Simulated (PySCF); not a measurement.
C2H5S, SMILES [CH2]SC, multiplicity 2.

Geometry: PBE-D3(BJ)/def2-TZVP. The isomer is the one that the SMILES or the coordinates give; other isomers of the formula were not compared.

Level of theory: PBE-D3(BJ)/def2-TZVP run with PySCF.

Frequencies are harmonic and unscaled.

```
mode  ν (cm⁻¹)  IR (km/mol)  moving atoms (share of kinetic energy)
----  --------  -----------  --------------------------------------
1          135          7.3                                  H 99 %
2          182          5.2                          H 83 %, C 11 %
3          289          1.1                  C 46 %, H 36 %, S 18 %
4          348         69.8                          H 83 %, C 17 %
5          697          1.2                  C 61 %, S 26 %, H 13 %
6          845          1.1                  H 40 %, C 38 %, S 22 %
7          864          0.7                  H 56 %, C 34 %, S 10 %
8          925          3.3                          H 83 %, C 15 %
9          993          5.3                          H 70 %, C 23 %
10        1292          2.0                          H 86 %, C 14 %
11        1352          1.0                          H 88 %, C 12 %
12        1410          9.9                                  H 96 %
13        1427          9.7                                  H 96 %
14        2975         22.4                                  H 98 %
15        3056          8.7                          H 90 %, C 10 %
16        3080          3.3                           H 91 %, C 9 %
17        3097          2.9                                  H 96 %
18        3219          0.3                          H 89 %, C 11 %
```
